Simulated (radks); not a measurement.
Species: neutral gallium. Configuration: [Ar] 3d10 4s2 4p1 (the NIST ground configuration). Calculated with a radial shooting solver on a logarithmic mesh with Libxc functionals: Dirac Kohn-Sham, B86b exchange with PBE correlation, spin-unpolarised, spherical densities, finite nucleus; open shells are shared between the two j in proportion to 2j + 1; Fermi nuclear charge, rms radius 3.9973 fm.

Spin-orbit splittings of the eigenvalues, e(l+1/2) - e(l-1/2), with zeta = 2 splitting/(2l+1) and mean radii in bohr:

| shell | occ. | splitting (eV) | zeta (eV) | <r> j=l-1/2 | <r> j=l+1/2 |
|---|---|---|---|---|---|
| 2p | 6 | 27.66 | 18.44 | 0.1883 | 0.1918 |
| 3p | 6 | 3.627 | 2.418 | 0.6718 | 0.6826 |
| 3d | 10 | ? | ? | 0.8068 | 0.8133 |
| 4p | 1 | 0.1164 | 0.07758 | 3.365 | 3.434 |

Estimate the 3d splitting.

Answer. 0.4616 eV (zeta = 0.1846 eV).
